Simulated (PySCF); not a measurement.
Species: C8H10F (charge +1).
Atom-mapped SMILES: `[CH:1]#[C:2][CH2:3][C+:4]([CH3:5])[C@@H:6]1[CH2:7][C@@H:8]1[F:9]` (hydrogens: H10 on C1; H11, H12 on C3; H13, H14, H15 on C5; H16 on C6; H17, H18 on C7; H19 on C8)

The same species was optimised twice, with GFN2-xTB and with PBE0-D3(BJ)/def2-SVP (PySCF), and the same property calculations (PySCF, gas phase) were run on both structures.

| coordinate | GFN2-xTB | PBE0-D3(BJ)/def2-SVP | change |
| --- | --- | --- | --- |
| C6–C8 (Å) | 1.570 | 1.616 | +0.046 |
| C7–C8 (Å) | 1.459 | 1.438 | -0.021 |
| C3–C4 (Å) | 1.464 | 1.484 | +0.020 |
| C8–F9 (Å) | 1.338 | 1.325 | -0.013 |
| C1≡C2 (Å) | 1.198 | 1.209 | +0.011 |
| C4–C6 (Å) | 1.420 | 1.410 | -0.010 |
| C6–C7 (Å) | 1.539 | 1.548 | +0.009 |
| C4–C5 (Å) | 1.457 | 1.463 | +0.006 |
| C2–C3 (Å) | 1.448 | 1.451 | +0.003 |
| C6–C7–C8 (°) | 63.1 | 65.4 | +2.3 |
| C7–C6–C8 (°) | 56.0 | 54.0 | -2.0 |
| C4–C6–C8 (°) | 121.0 | 119.2 | -1.8 |
| C2–C3–C4 (°) | 115.6 | 116.7 | +1.1 |
| C6–C8–F9 (°) | 116.6 | 117.5 | +0.9 |
| C1–C2–C3 (°) | 179.3 | 178.6 | -0.7 |
| C4–C6–C7 (°) | 123.9 | 124.3 | +0.4 |
| C7–C8–F9 (°) | 119.0 | 119.4 | +0.4 |
| C2–C3–C4–C5 (°) | 4 | 7 | +3 |
| C3–C4–C6–C7 (°) | 27 | 23 | -4 |

Rotational constants: A = 3042, B = 999.4, C = 859.8 MHz (GFN2-xTB) against A = 2979, B = 993.7, C = 852.1 MHz (PBE0-D3(BJ)/def2-SVP). Point groups within 0.08 Å: C1 and C1.

On the GFN2-xTB structure: HOMO (eV) -12.03 [PBE0/pcSseg-1]; LUMO (eV) -7.99 [PBE0/pcSseg-1]; GIAO shielding of C1 (ppm) 86.1 [PBE0/pcSseg-1]; GIAO shielding of C2 (ppm) 110.8 [PBE0/pcSseg-1]; GIAO shielding of C3 (ppm) 143.4 [PBE0/pcSseg-1]; GIAO shielding of C4 (ppm) -123.0 [PBE0/pcSseg-1]; GIAO shielding of C5 (ppm) 134.9 [PBE0/pcSseg-1]; GIAO shielding of C6 (ppm) 124.6 [PBE0/pcSseg-1]; GIAO shielding of C7 (ppm) 134.8 [PBE0/pcSseg-1]; GIAO shielding of C8 (ppm) 82.2 [PBE0/pcSseg-1].

Task: What do these properties become on the PBE0-D3(BJ)/def2-SVP structure?

Result: 
```csv
property,level,on GFN2-xTB,on PBE0-D3(BJ)/def2-SVP,change
HOMO (eV),PBE0/pcSseg-1,-12.03,-11.90,+0.13
LUMO (eV),PBE0/pcSseg-1,-7.99,-7.77,+0.22
"energy, GFN2-xTB geometry as zero (kcal/mol)",PBE0/pcSseg-1,0.0,-1.4,-1.4
GIAO shielding of C1 (ppm),PBE0/pcSseg-1,86.1,85.4,-0.7
GIAO shielding of C2 (ppm),PBE0/pcSseg-1,110.8,112.0,+1.2
GIAO shielding of C3 (ppm),PBE0/pcSseg-1,143.4,143.0,-0.4
GIAO shielding of C4 (ppm),PBE0/pcSseg-1,-123.0,-111.7,+11.3
GIAO shielding of C5 (ppm),PBE0/pcSseg-1,134.9,135.4,+0.5
GIAO shielding of C6 (ppm),PBE0/pcSseg-1,124.6,122.4,-2.2
GIAO shielding of C7 (ppm),PBE0/pcSseg-1,134.8,133.4,-1.4
GIAO shielding of C8 (ppm),PBE0/pcSseg-1,82.2,78.1,-4.1
```

The heavy atoms differ by 0.035 Å rms after alignment. Among bonds between heavy atoms C6–C8 changes most (+0.046 Å). Changes are differences of the printed values. Neither structure is proved a minimum here. Geometry: PBE0-D3(BJ)/def2-SVP, one conformer, isolated ion.

Shape of the structure used: `[CH:1]#[C:2][CH2:3][C+:4]([CH3:5])[C@@H:6]1[CH2:7][C@@H:8]1[F:9]`: C2–C3–C4–C5 7°, C3–C4–C6–C7 23°.
